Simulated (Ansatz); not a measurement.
Results of the Gaussian-basis code of Ansatz.

CH$_{6}$BNOSi, SMILES `CB1O[SiH]1N` at its PBE0-D4/def2-TZVP geometry, where that method's forces vanish. Charge 0, multiplicity 1.

```json
{"atom": "C1", "x (Å)": "2.1789", "y (Å)": "-0.1410", "z (Å)": "0.4720"}
{"atom": "B2", "x (Å)": "0.6987", "y (Å)": "-0.3321", "z (Å)": "0.0594"}
{"atom": "O3", "x (Å)": "-0.2606", "y (Å)": "-1.1832", "z (Å)": "0.4938"}
{"atom": "Si4", "x (Å)": "-1.0271", "y (Å)": "-0.1852", "z (Å)": "-0.7156"}
{"atom": "N5", "x (Å)": "-2.2783", "y (Å)": "0.8574", "z (Å)": "-0.2424"}
{"atom": "H6", "x (Å)": "2.8344", "y (Å)": "-0.2356", "z (Å)": "-0.3987"}
{"atom": "H7", "x (Å)": "2.4900", "y (Å)": "-0.8629", "z (Å)": "1.2316"}
{"atom": "H8", "x (Å)": "2.3360", "y (Å)": "0.8698", "z (Å)": "0.8612"}
{"atom": "H9", "x (Å)": "-1.5860", "y (Å)": "-1.0545", "z (Å)": "-1.7746"}
{"atom": "H10", "x (Å)": "-3.2505", "y (Å)": "0.6244", "z (Å)": "-0.3553"}
{"atom": "H11", "x (Å)": "-2.1356", "y (Å)": "1.6429", "z (Å)": "0.3685"}
```

Question: For each bond, give half the difference of the two atoms' forces along it (eV/Å; positive pushes the atoms apart) under PBE-D4, r2SCAN-D4, B3LYP-D4, ωB97M-V in def2-TZVPP. (Estimate.)

Answer: The calculation gave: 
```json
{"bond": "C1–B2", "length (Å)": "1.549", "PBE-D4": "-0.24", "r2SCAN-D4": "-0.11", "B3LYP-D4": "0.00", "ωB97M-V": "0.08"}
{"bond": "C1–H6", "length (Å)": "1.094", "PBE-D4": "0.13", "r2SCAN-D4": "0.00", "B3LYP-D4": "-0.03", "ωB97M-V": "-0.07"}
{"bond": "C1–H7", "length (Å)": "1.093", "PBE-D4": "0.13", "r2SCAN-D4": "-0.01", "B3LYP-D4": "-0.02", "ωB97M-V": "-0.07"}
{"bond": "C1–H8", "length (Å)": "1.094", "PBE-D4": "0.13", "r2SCAN-D4": "0.00", "B3LYP-D4": "-0.03", "ωB97M-V": "-0.06"}
{"bond": "B2–O3", "length (Å)": "1.354", "PBE-D4": "0.58", "r2SCAN-D4": "0.27", "B3LYP-D4": "0.06", "ωB97M-V": "0.05"}
{"bond": "B2–Si4", "length (Å)": "1.897", "PBE-D4": "0.21", "r2SCAN-D4": "0.13", "B3LYP-D4": "0.08", "ωB97M-V": "0.00"}
{"bond": "O3–Si4", "length (Å)": "1.745", "PBE-D4": "0.55", "r2SCAN-D4": "0.18", "B3LYP-D4": "0.13", "ωB97M-V": "0.00"}
{"bond": "Si4–N5", "length (Å)": "1.696", "PBE-D4": "0.02", "r2SCAN-D4": "0.00", "B3LYP-D4": "0.08", "ωB97M-V": "0.10"}
{"bond": "Si4–H9", "length (Å)": "1.480", "PBE-D4": "-0.01", "r2SCAN-D4": "-0.06", "B3LYP-D4": "-0.15", "ωB97M-V": "-0.17"}
{"bond": "N5–H10", "length (Å)": "1.006", "PBE-D4": "0.18", "r2SCAN-D4": "0.01", "B3LYP-D4": "-0.01", "ωB97M-V": "-0.04"}
{"bond": "N5–H11", "length (Å)": "1.005", "PBE-D4": "0.18", "r2SCAN-D4": "0.01", "B3LYP-D4": "-0.02", "ωB97M-V": "-0.03"}
```

B3LYP here is the variant with VWN-RPA as its local correlation; programs differ in this.
